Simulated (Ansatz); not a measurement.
A nudged elastic band was laid between two geometries of CHFGeN (5 atoms, charge 0, multiplicity 2).

Method: UKS PBE-D4/def2-SVP (Ansatz).

```yaml
movable_images: 7
climbing_image: yes
spring: 5.0 eV/Å²
optimiser: quadratic models (default)
start_path: through a guess of the saddle point
force_threshold: 0.03 eV/Å
iteration_limit: 60
end_points: relaxed
```

Initial state:

```xyz
5
Properties=species:S:1:pos:R:3
N 0.970 -1.519 1.498
C 0.558 -0.785 0.677
Ge 0.027 0.348 -0.805
F -1.689 0.036 -1.031
H 0.184 1.847 -0.382
```

Final state:

```xyz
5
Properties=species:S:1:pos:R:3
N 1.099 -1.595 1.322
C 0.516 -0.760 0.735
Ge -0.528 0.675 -0.049
F -1.481 -0.087 -1.316
H 0.443 1.694 -0.733
```

Q: Which bonds break or form, and what moves?

A: No bond is made or broken. The height of Ge3 over the plane of its neighbours goes from -0.64 to 0.64 Å. The two ends are copies of one structure, up to a mirror image or an exchange of like atoms. The height can change sign by an inversion or by a turn that exchanges like atoms.

Q: Give the energies along the band, and the barrier.

A: The run converged. The highest image is number 4 of 0 to 8, 65.2 kJ/mol above the ends, which have the same energy within 2 meV. A vibrational analysis at the climbing image gives one clearly imaginary mode, 711i cm⁻¹: a first-order saddle point.

| image | path coordinate (Å) | energy (kJ/mol) | height of Ge3 over the plane of its neighbours (Å) |
| --- | --- | --- | --- |
| 0 | 0.00 | 0.0 | -0.64 |
| 1 | 0.18 | 2.6 | -0.57 |
| 2 | 0.36 | 16.0 | -0.41 |
| 3 | 0.53 | 45.8 | -0.21 |
| 4 | 0.71 | 65.2 | 0.00 |
| 5 | 0.89 | 46.1 | 0.20 |
| 6 | 1.07 | 16.1 | 0.41 |
| 7 | 1.25 | 2.6 | 0.57 |
| 8 | 1.42 | 0.0 | 0.64 |

Q: What is the geometry of the highest image?

A: 
```xyz
5
Properties=species:S:1:pos:R:3:forces:R:3
N 1.039 -1.622 1.450 -0.01 0.00 -0.01
C 0.546 -0.816 0.740 0.02 0.00 0.01
Ge -0.187 0.481 -0.369 0.01 -0.01 -0.01
F -1.621 -0.019 -1.233 -0.01 0.00 0.00
H 0.273 1.903 -0.629 0.00 0.00 0.00
```

Q: What are the harmonic wavenumbers there?

A: 711i, 134, 303, 335, 531, 663, 712, 2137, 2224 cm⁻¹.

The run took 42 s on 2 threads of AMD EPYC 9R14 (Zen 4), on a shared host, peak memory 0.18 GiB.
